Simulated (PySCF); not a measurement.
Reproducing measurements on H9NSi3

**What was measured.**

From Beach, A photoelectron spectroscopic study of bonding in inorganic and organometallic compounds, PhD thesis, LBL 1985, for the gas: N 1s binding energy of N2 403.91 eV.

The runs below try to reproduce these values; the comparison stands at the end.

H₉NSi₃.
Numbering: `[SiH3:1][N:2]([SiH3:3])[SiH3:4]` (hydrogens: H5, H6, H7 on Si1; H8, H9, H10 on Si3; H11, H12, H13 on Si4)

Structure used (GFN2-xTB), in Å, numbered top down from 1:
```
atom  x, y, z in Å
Si1    0.2906    1.6502    0.5486
N2     0.0274    0.0360   -0.0579
Si3   -1.6019   -0.5075   -0.3616
Si4    1.3152   -1.1364    0.0429
H5    -0.6721    2.5316   -0.1087
H6     0.1012    1.6894    2.0035
H7     1.6606    2.0302    0.2102
H8    -2.3484    0.6195   -0.9165
H9    -1.5289   -1.6065   -1.3219
H10   -2.2301   -0.9659    0.8830
H11    1.3556   -1.7398    1.3801
H12    1.0573   -2.1622   -0.9652
H13    2.5691   -0.4383   -0.2327
```

The PySCF runs (gas phase, on this GFN2-xTB geometry; non-relativistic but for the core-level run):

| level | job | basis functions | wall time |
| --- | --- | --- | --- |
| delta-SCF UKS SCAN, pcX-2 on the ionised atom, pcseg-1 elsewhere, spin-free X2C | ΔSCF core ionisation, 3 holes | 155 | 21 s |

Hardware: Arm Neoverse V1, one thread, shared host.

Results beside the measurements:

**Core binding energies.** PySCF, delta-SCF UKS SCAN, pcX-2 on the ionised atom, pcseg-1 elsewhere, spin-free X2C.

```csv
level and atom,computed (eV),measured (eV),computed − measured (eV)
"N 1s, N2",403.73,403.91,-0.18
```

Sources, in the order of the opening: Beach, A photoelectron spectroscopic study of bonding in inorganic and organometallic compounds, PhD thesis, LBL 1985. The computed values are vertical, without vibrational structure; measured positions hang on the energy calibration. 

The geometry is computed, not the measured one. Where a level misses, the cause wasn't examined.
